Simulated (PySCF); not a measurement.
Compound: C5H7ClO2.
Cartesian coordinates in Å at the GFN2-xTB level; atoms count from 1:
```
atom  x, y, z in Å
C1    -1.897   -0.789    0.730
C2    -1.206    0.024   -0.368
C3    -0.198    0.952    0.213
Cl4   -0.863    2.248    1.136
C5     1.133    0.867    0.113
C6     1.861   -0.162   -0.637
O7     1.402   -1.070   -1.287
O8     3.186    0.025   -0.523
H9    -2.421   -0.134    1.422
H10   -2.615   -1.472    0.284
H11   -1.166   -1.371    1.285
H12   -0.700   -0.646   -1.062
H13   -1.956    0.605   -0.908
H14    1.773    1.589    0.597
H15    3.662   -0.660   -1.019
```

Method: TDDFT PBE0/def2-SVPD, vertical, gas phase, core orbitals frozen in the response in PySCF.

Ground-to-excited transition dipoles (e·a0, same axes as the geometry; the sign carries no meaning), for the states with f of 0.002 or more among the lowest 6:

| state | E (hartree) | μx | μy | μz |
| --- | --- | --- | --- | --- |
| S2 | 0.2051 | -1.458 | 0.686 | 0.624 |
| S5 | 0.2537 | 0.208 | 0.138 | 0.093 |
| S6 | 0.2583 | 0.441 | 0.139 | 0.091 |

Work out the oscillator strengths.

f = (2/3) ΔE |μ|² with ΔE in hartree (27.2114 eV).

```
state  |μ|² (au)  |μ| (D)      f
   S2      2.987     4.39  0.408
   S5      0.071     0.68  0.012
   S6      0.222     1.20  0.038
```

What angle do the transition dipoles of S2 and S5 make?

|cos θ| = |μa·μb| / (|μa| |μb|) = 0.33, so θ ≈ 71° (taken between 0 and 90°, since the signs are arbitrary).

What peak molar absorption coefficient would the strongest computed level give as a lone Gaussian band 0.4 eV wide at half height?

ε(max) = 2.175×10⁸ f / FWHM, with the width in cm⁻¹. S2: 2.175×10⁸ × 0.4084 / 3226 ≈ 28000 L mol⁻¹ cm⁻¹.

One conformer stands for the species.
